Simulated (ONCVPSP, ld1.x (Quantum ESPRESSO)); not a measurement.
Potentials for Mo compared

Generated with ld1.x 7.5 (TM, RRKJ, ultrasoft, PAW), atompaw 4.2 or ONCVPSP 4.0.1. The cutoff is in Ry: for ld1.x and atompaw files where the sum of valence levels is converged to 10 mRy in a Bessel basis, for ONCV files where the hardest occupied wave has 1 mHa per electron of residual kinetic energy. The error is the largest all-electron minus pseudo excitation energy over each file’s own four to seven test configurations (ionisations up to +4, promotions, holes and added fractions of an electron), all of which were solved. The labels leave out finer settings (local radius, basis sizes, second energies), which also bear on the numbers. Spin-polarised tests are not counted. The rows are a selection from randomly drawn settings: files with unsolved tests, undetermined cutoffs or missed reference levels are left out.

| potential | cutoff (Ry) | largest error (meV) | bound ghosts |
| --- | --- | --- | --- |
| RRKJ, BP86, scalar-relativistic, rc 2.30/4.10/2.00 (spd), local s, core correction yes, reference 4d6 5s0 5p0 | 35 | -2338 | none |
| ONCV, PW91, scalar-relativistic, rc 1.95/1.45/2.40/1.90 (spdf), local smoothed, core correction no, reference 4s2 4p6 4d5 5s1, qcut 6.3/7.5/5.4/6.8, projectors 2/2/3/2 | 51 | +63 | none |
| ONCV, PBE, scalar-relativistic, rc 1.80/2.00/2.35/2.30 (spdf), local smoothed, core correction yes, reference 4s2 4p6 4d5, qcut 8.4/7/5.7/4.9, projectors 2/2/3/1 | 42 | +71 | none |
| ONCV, revPBE, scalar-relativistic, rc 1.70/1.80/1.85 (spd), local smoothed, core correction yes, reference 4s2 4p6 4d5 5s1, qcut 9.3/6.5/10.1, projectors 2/2/2 | 49 | -1.7 | none |

Question: Fill in the row for Mo: ONCV, PBE, fully relativistic, rc 1.90/1.60/2.35 (spd), local smoothed, core correction yes, reference 4s2 4p6 4d5.5 5s0.5, qcut 5.1/6.9/6.5, projectors 2/2/2.

Answer: cutoff 28 Ry, largest error +5.6 meV, bound ghosts: none.
